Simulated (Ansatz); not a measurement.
H₄BO₃, charge +1, singlet, geometry from GFN2-xTB; CAM-B3LYP/6-31G* in Ansatz (a quantum-chemistry and plane-wave program).

Input for Ansatz:
Ansatz 0.2 input:
```yaml
crystal:
  periodic: [false, false, false]
  atoms:
    - {symbol: O, position_ang: [0.94125156, -0.94343766, -0.27587590]}
    - {symbol: B, position_ang: [0.16783123, 0.07930902, -0.02149367]}
    - {symbol: O, position_ang: [0.41422978, 1.35004150, 0.03855453]}
    - {symbol: O, position_ang: [-1.26136055, -0.43334826, 0.26131813]}
    - {symbol: H, position_ang: [1.88698970, -0.85838621, -0.41413059]}
    - {symbol: H, position_ang: [-0.15142388, 2.07765955, 0.29507508]}
    - {symbol: H, position_ang: [-1.30328516, -1.40441468, 0.18719957]}
    - {symbol: H, position_ang: [-2.02440304, 0.00255155, -0.15264982]}
basis:
  gaussian:
    orbitals: 6-31G*
hamiltonian:
  xc: cam_b3lyp
total_charge: 1
```

What the program printed (banner, timings and long lists left out):

```
Functional definition: CAM-B3LYP
734 factors; their error is unknown
208 factors; integrals over basis functions are off by at most 7.7e-6 eV
mean field evaluation 1: about -6861.6794 eV, gradient 9.2e1 eV
mean field evaluation 2: about -6859.2858 eV, gradient 1.0e2 eV
mean field evaluation 4: about -6875.5111 eV, gradient 2.4e0 eV
mean field evaluation 8: about -6875.5057 eV, gradient 1.5e-2 eV
mean field -6875.50571086 eV, -252.6701744888 hartree, gradient 6.9e-5 eV, S^2 0.000000; 0 other end points of the search recorded, 0 dependent functions left out
reference -6875.50578291 eV, -252.6701771366 hartree; 16, 16 occupied and 52, 52 virtual orbitals, 734 factors
Total energy: -6875.50578291 eV, -252.6701771366 hartree
```
